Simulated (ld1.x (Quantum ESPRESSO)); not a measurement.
An all-electron radial function and its pseudo partner (gallium)

Columns: radius, all-electron u(r) and pseudo u(r) of the 4p shell (level -2.98 eV) of gallium in the configuration [Ar] 3d10 4s1.5 4p1.5; PBEsol, scalar-relativistic, ultrasoft scheme, ld1.x (Quantum ESPRESSO) 7.5.

```
r (bohr)  all-electron  pseudo
   0.150        0.1113  0.0073
   0.300       -0.0956  0.0288
   0.450       -0.2117  0.0633
   0.600       -0.1883  0.1085
   0.750       -0.0926  0.1620
   0.900        0.0256  0.2206
   1.050        0.1413  0.2813
   1.200        0.2442  0.3409
   1.350        0.3312  0.3969
   1.500        0.4021  0.4469
   1.650        0.4581  0.4894
   1.800        0.5011  0.5234
   1.950        0.5327  0.5488
   2.100        0.5545  0.5659
   2.250        0.5679  0.5755
   2.400        0.5744  0.5789
   2.550        0.5750  0.5772
   2.700        0.5708  0.5715
   2.850        0.5627  0.5628
   3.000        0.5514  0.5514
   3.150        0.5376  0.5376
   3.300        0.5218  0.5218
   3.450        0.5046  0.5046
   3.600        0.4863  0.4863
   3.750        0.4672  0.4672
   3.900        0.4478  0.4478
```

Task: How many radial nodes do the two functions have?

Result: The all-electron 4p function has n − l − 1 = 2; the pseudo-wave has 0, since the states of the same l below it are removed with the core.

Task: At about which radius was the pseudo-wave matched?

Result: 3.00 bohr, where the columns begin to agree (steps of 0.15 bohr).

Task: Where does each function peak?

Result: Outermost all-electron maximum near 2.55 bohr, pseudo maximum near 2.40 bohr (to the table’s step).

Task: Is the pseudo-wave norm-conserving?

Result: No, it belongs to an ultrasoft set: the norm inside the radius is not constrained, and the difference is carried by the augmentation charge.
